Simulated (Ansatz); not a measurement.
The pair A = CH2O (SMILES C=O) (first 4 atoms), B = H4OSi (SMILES O[SiH3]); geometry from B3LYP-D3(BJ)/def2-TZVP.
(charge 0, multiplicity 1):
```xyz
10

C      0.26944    -0.48795     0.03556
O     -0.75617    -0.43795     0.66527
H      0.28104    -0.83152    -1.01293
H      1.23532    -0.19306     0.47969
O      0.26796     0.53494     3.08292
Si     0.06182    -0.09989     4.58536
H     -0.29511     0.22011     2.35634
H     -1.29282     0.17373     5.12872
H      1.07520     0.53695     5.45298
H      0.26392    -1.57235     4.59767
```

Cores are frozen in the correlated methods. MP2 and its Hartree–Fock in aug-cc-pV(T+d)Z are density fitted.

Codes used: Ansatz (a first-principles code) with Gaussian orbitals. Values without a source in brackets are computed.

The counterpoise-corrected interaction energy is E(AB) − E(A in the pair's basis) − E(B in the pair's basis). Total energies (hartree):

```tsv
level	AB	A in the pair's basis	B in the pair's basis
HF/aug-cc-pV(D+d)Z	-480.0682228	-113.8857095	-366.1756416
MP2/aug-cc-pV(D+d)Z	-480.7213884	-114.2193313	-366.4931970
HF/aug-cc-pV(T+d)Z	-480.1339614	-113.9139651	-366.2130914
MP2/aug-cc-pV(T+d)Z	-480.9251294	-114.3166882	-366.5987771
CCSD(T)/aug-cc-pV(D+d)Z	-480.7842332	-114.2456664	-366.5297479
```

Work out the counterpoise-corrected interaction energy at the basis-set limit: extrapolate the MP2 correlation part as X⁻³, take Hartree–Fock from the larger set, and add the CCSD(T) − MP2 difference of aug-cc-pV(D+d)Z.


1. Differences (1 hartree = 627.509 kcal/mol): HF/aug-cc-pV(D+d)Z -4.312; MP2/aug-cc-pV(D+d)Z -5.560; HF/aug-cc-pV(T+d)Z -4.333; MP2/aug-cc-pV(T+d)Z -6.064; CCSD(T)/aug-cc-pV(D+d)Z -5.534.
2. Correlation parts, MP2 less HF: -1.248 in aug-cc-pV(D+d)Z (X = 2), -1.731 in aug-cc-pV(T+d)Z (X = 3).
3. Limit (3³·(-1.731) − 2³·(-1.248))/(3³ − 2³) = -1.935; with HF/aug-cc-pV(T+d)Z it gives -6.268.
4. CCSD(T) less MP2 in aug-cc-pV(D+d)Z: 0.026.
Result: -6.24 kcal/mol, against -5.56 at MP2/aug-cc-pV(D+d)Z. It is an estimate of this method's limit, not of the exact value.
